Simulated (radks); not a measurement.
Valence configurations of neutral gadolinium (all share [Xe]). All-electron calculation, scalar-relativistic Kohn-Sham, PBE, spin-polarised, spherical densities, finite nucleus; open shells are filled with parallel spins first (spin-orbit coupling, left out, can overturn this in heavy ions); Fermi nuclear charge, rms radius 5.1569 fm. Program: a radial shooting solver on a logarithmic mesh with Libxc functionals. Energies are relative to 4f7 5d1 6s2; eigenvalues in eV for spin up.

valence              E (eV)  moment (Bohr magnetons)    e(4f)   e(5d)   e(6p)   e(6s)
4f7 5d1 6s2           0.000                        8  -10.449  -2.955       -  -4.345
4f7 5d1.5 6s1.5       0.346                        9   -9.544  -2.561       -  -4.219
4f5 5d3 6s2          25.951                        8  -24.090  -5.371       -  -4.994
4f7 6s2 6p1           2.034                        8  -13.719       -  -2.443  -5.715
4f7 5d2 6s1           0.562                       10   -8.697  -2.183       -  -4.058
4f7.5 5d0.5 6s2      -0.583                        7   -7.297  -2.305       -  -4.083
4f5 6s2 6p3          43.816                        8  -35.518       -  -4.437  -9.136
4f7 5d1 6s1 6p1       1.886                       10  -11.529  -4.008  -2.203  -5.315
4f5 5d2.5 6s2 6p0.5  28.032                        8  -25.971  -6.644  -2.120  -5.775
4f6 5d1 6s2 6p1      13.432                        8  -20.536  -6.456  -2.557  -6.164

NIST lists [Xe] 4f7 5d1 6s2 as the ground configuration; this level of theory puts 4f7.5 5d0.5 6s2 lower, by 0.583 eV. The energies are those of spherical high-spin densities, not of single terms.
